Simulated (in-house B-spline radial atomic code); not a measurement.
# BLYP excitations of the argon ion Ar⁸⁺

Method: BLYP. Computed with an all-electron radial atomic-structure program (B-spline basis): linear response of the closed shell [He] 2s2 2p6 with the functional's adiabatic kernel; scalar-relativistic (spin-free one-electron X2C), finite nucleus, no spin-orbit coupling, no double excitations, S, P, D and F terms only. Only terms of natural parity with L up to 3 were computed.

Command:
```bash
python run_td.py task.json out
```
Settings (radii: box in bohr, nucleus in fm):
```
Z                        18
electrons                10
configuration            [He] 2s2 2p6
hamiltonian              x2c
method                   b88,lyp
box_radius               11.59
rms_radius               3.4274
intervals                70
```

Run time, properties included: 0.4 s on 1 thread of Arm Neoverse N1, with other jobs on the host.

The lowest states, in the order of their Tamm-Dancoff energies; the method's threshold (minus the highest occupied level) is 395.37 eV. Labels give the largest channel, * marks a mixed state, and oscillator strengths are full-response dipole values. Semilocal kernels can invert the small singlet-triplet splittings of Rydberg terms. Energies in eV:

```csv
state,full response,Tamm-Dancoff,oscillator strength
2p → 3s 3P,239.14,239.16,-
2p → 3s 1P,241.41,241.45,0.173
2p → 3p 3S,254.80,254.85,-
2p → 3p 3D,?,?,-
2p → 3p 1D,258.28,258.28,-
2p → 3p 1S,?,?,-
2p → 3d 3P,279.79,279.81,-
2p → 3d 3F,280.09,280.11,-
2p → 3d 1F,282.03,282.04,-
2p → 3d 1P,286.67,286.85,1.7
```

Task: Where does 2p → 3p 1S lie?

Result: At 268.20 eV in full response, 268.85 eV in Tamm-Dancoff.

Task: Where does 2p → 3p 3D lie?

Result: At 256.18 eV in full response, 256.20 eV in Tamm-Dancoff.

Task: How large is the singlet-triplet splitting of 2p → 3s (P terms) in Tamm-Dancoff?

Result: 2.29 eV, from the unrounded values.

Task: What polarisabilities and dispersion coefficient does the method give?

Result: Dipole 0.03817 bohr³, quadrupole 0.01144 bohr⁵, C6 0.01413 hartree·bohr⁶ for two such species.
